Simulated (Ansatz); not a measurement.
Hf2P2, relaxed as a singlet with RKS PBE-D4/def2-SVP in Ansatz, starting from the GFN1-xTB geometry. Force threshold 0.02 eV/Å.

In the def2 sets Hf takes a core potential; there is no spin–orbit coupling. No other spin state of charge 0 was run. The structure comes from a short search, and lower isomers may exist.

Start:

```xyz
4

Hf   -1.413    0.145    0.594
Hf    0.661   -0.651   -1.203
P    -2.136    1.249    2.526
P     2.889   -0.742   -1.917
```

Task: Estimate the energy that the relaxation releases and the steps that it takes.

Result: 5.09 eV, in 23 steps; 58 s on 4 threads of Arm Neoverse N1 on a shared host. No frequencies were taken in this run, so the end may be a saddle point.

Task: Does the start keep its bonding and symmetry?

Result: Bonds formed: Hf1–P4, Hf2–P3 (atoms count from 1). The end is the same structure that another start reached, the lowest one found. Point group Cs at the start, C2v at the end, both within 0.05 Å.

Task: Predict the relaxed structure.

Result: 
```xyz
4

Hf   -0.949    0.963   -0.475
Hf    0.331   -1.393   -0.035
P    -0.693   -0.059    1.701
P     1.311    0.489   -1.191
```
Bond lengths (bridged metal pairs left out): 4 × Hf–P 2.42 Å.
